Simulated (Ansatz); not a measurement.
Cost and result up the ladder for Ge3H (4 atoms). The state is a doublet with charge 0. Geometry: PBE0-D4/def2-SVP.

```xyz
4

Ge    0.4980    0.2137   -1.8098
Ge   -0.6527   -0.2516    0.0880
Ge    1.6571    0.6269    0.3908
H    -1.5025   -0.5891    1.3310
```

Ansatz on 4 threads of Arm Neoverse V2 on a shared host. Times are rough, and most runs start from the orbitals of an earlier one. ωB97M-V/def2-TZVP serves as the yardstick here, not as an exact answer. Differences are given only for rows in sets of like size (and for xTB, whose basis is part of the method), since another set adds its own error. Binding counts from free atoms at the same level (Ge triplet, H doublet; other spins of the atoms weren't run), without zero-point energy or a counterpoise term.

Correlated methods freeze 27 core orbitals; core or outer-core shells of Ge are correlated, in sets that lack core-valence functions. The rows differ in basis, and correlated rows in double-zeta sets carry the largest basis error. Another isomer (doublet) lies 0.25 eV lower at PBE0-D4/def2-TZVP; other spin states weren't run for this one.

Correlated methods converge slowly with the basis, most of all in double-zeta sets.

| level | functions | wall time | binding energy per atom (eV) | difference from ωB97M-V/def2-TZVP (eV) |
| --- | --- | --- | --- | --- |
| PBE-D4/def2-TZVP (with forces) | 150 | 2.6 s | 2.40 | 0.22 |
| PBE0-D4/def2-TZVP | 150 | 4.7 s | 2.29 | 0.12 |
| r2SCAN-D4/def2-TZVP | 150 | 7 s | 2.37 | 0.19 |
| ωB97M-V/def2-TZVP | 150 | 19 s | 2.17 | 0.00 |
| CCSD(T)/def2-SVP | 101 | 19 s | 2.01 | – |
